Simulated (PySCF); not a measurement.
(Z)-1,2-difluoroethene (C2H2F2), SMILES F/C=C\F. Atoms are numbered in the order given.

```xyz
6

F      0.0000     1.3928    -0.5468
C      0.0000     0.6659     0.5708
C      0.0000    -0.6659     0.5708
F      0.0000    -1.3928    -0.5468
H      0.0000     1.2468     1.4962
H      0.0000    -1.2468     1.4962
```

Geometry optimised at B3LYP-D3(BJ)/def2-SVP.

Computed with PySCF 2.14.0 with B3LYP-D3(BJ)/def2-SVP.

Frequencies are harmonic and unscaled.

| mode | ν (cm⁻¹) | IR (km/mol) | Raman (Å⁴/amu) | depolarisation | moving atoms (share of kinetic energy) |
|---|---|---|---|---|---|
| 1 | 232 | 2.4 | 0.2 | 0.60 | F 90 %, C 8 % |
| 2 | 511 | 0.0 | 6.7 | 0.75 | C 65 %, H 19 %, F 16 % |
| 3 | 779 | 29.1 | 3.4 | 0.75 | C 64 %, F 31 % |
| 4 | 780 | 35.7 | 3.5 | 0.75 | H 76 %, C 21 % |
| 5 | 871 | 0.0 | 3.9 | 0.75 | H 77 %, C 23 % |
| 6 | 1040 | 61.4 | 13.1 | 0.23 | C 44 %, F 35 %, H 20 % |
| 7 | 1165 | 117.5 | 0.1 | 0.75 | C 37 %, F 32 %, H 31 % |
| 8 | 1288 | 39.5 | 13.2 | 0.74 | H 78 %, F 13 %, C 9 % |
| 9 | 1402 | 43.3 | 0.0 | – | H 61 %, C 36 % |
| 10 | 1790 | 52.6 | 18.9 | 0.10 | C 91 % |
| 11 | 3206 | 2.1 | 46.1 | 0.75 | H 92 % |
| 12 | 3227 | 8.5 | 95.2 | 0.12 | H 90 %, C 10 % |
